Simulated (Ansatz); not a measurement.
One change: `[OH][Ge]([F])([F])[Cl]` becomes `[OH][Ge]([F])([Cl])[Cl]`.

Ansatz, PBE0-D4/def2-TZVP geometries, multiplicity 1. Each molecule was computed in one conformer, which needn't be the lowest.

Scalar relativity is left out up to krypton.

| property | `[OH][Ge]([F])([F])[Cl]` |
| --- | --- |
| HOMO energy (B3LYP/def2-TZVPP) / eV | -9.88 |
| zero-point energy (PBE0-D4/def2-TZVP) / kJ/mol | 52.4 |
| size of the dipole moment (B3LYP/def2-TZVPP) / D | 1.35 |
| HOMO energy (PBE0/def2-TZVPP) / eV | -10.18 |
| HOMO–LUMO gap (PBE/def2-TZVPP) / eV | 6.14 |
| LUMO energy (PBE0/def2-TZVPP) / eV | -1.29 |

(1) Give the same properties after the change, and the shifts. (Best estimate.)

Answers

(1) Computed: 
| property | `[OH][Ge]([F])([Cl])[Cl]` | shift |
| --- | --- | --- |
| HOMO energy (B3LYP/def2-TZVPP) / eV | -9.49 | 0.39 |
| zero-point energy (PBE0-D4/def2-TZVP) / kJ/mol | 49.8 | -2.6 |
| size of the dipole moment (B3LYP/def2-TZVPP) / D | 1.56 | 0.21 |
| HOMO energy (PBE0/def2-TZVPP) / eV | -9.80 | 0.38 |
| HOMO–LUMO gap (PBE/def2-TZVPP) / eV | 5.75 | -0.39 |
| LUMO energy (PBE0/def2-TZVPP) / eV | -1.45 | -0.16 |

With PBE0 the HOMO rises by 0.38 eV and the LUMO falls by 0.16 eV, so the gap narrows by about 0.54 eV. PBE moves the HOMO by 0.27 eV and ωB97M-V by 0.45 eV. Dipoles are sizes alone; their direction can turn.

Positive LUMOs are unbound, so they and the gaps depend on the basis.

B3LYP here is the variant with VWN-RPA as its local correlation; programs differ in this.
